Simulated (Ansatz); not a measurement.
Basis sets compared for Si5O6. Charge 0, multiplicity 1. Geometry PBE-D4/def2-SVP. Ansatz on 4 threads of Arm Neoverse V2 on a shared host; times are rough, and most runs start from earlier orbitals.

```xyz
11

Si    3.195   -0.015    0.478
Si    1.870   -2.108   -1.588
Si   -2.384    0.295    1.234
Si   -1.533    1.589   -0.618
Si    0.149    0.002   -0.105
O     1.575    0.551    0.564
O     0.449   -1.226   -1.193
O    -0.897   -0.538    1.114
O    -3.499    0.000    2.266
O     3.024   -1.318   -0.611
O    -1.950    2.769   -1.541
```

The structure comes from a short search, and lower isomers may exist.

Binding counts from free atoms (Si triplet, O triplet) in the same basis, without a counterpoise term.

```csv
level,functions,energy (Eh),HOMO (eV),LUMO (eV),binding per atom (eV),wall time
HF/STO-3G,75,-1871.1219,-5.27,5.89,2.39,0.6 s
HF/6-31G,119,-1893.6197,-10.49,-1.06,1.97,1.1 s
PBE-D4/def2-SVP,174,-1897.1401,-6.45,-4.47,5.02,2.9 s
PBE0-D4/def2-SVP,174,-1897.2237,-7.80,-3.84,4.74,4.5 s
```

Q: Estimate the rows for PBE-D4/def2-TZVP, PBE0-D4/def2-TZVP.

A: 
| level | functions | energy (Eh) | HOMO (eV) | LUMO (eV) | binding per atom (eV) | wall time |
| --- | --- | --- | --- | --- | --- | --- |
| PBE-D4/def2-TZVP | 371 | -1898.2407 | -6.65 | -4.74 | 5.12 | 7.5 s |
| PBE0-D4/def2-TZVP | 371 | -1898.3237 | -7.93 | -4.08 | 4.86 | 17 s |
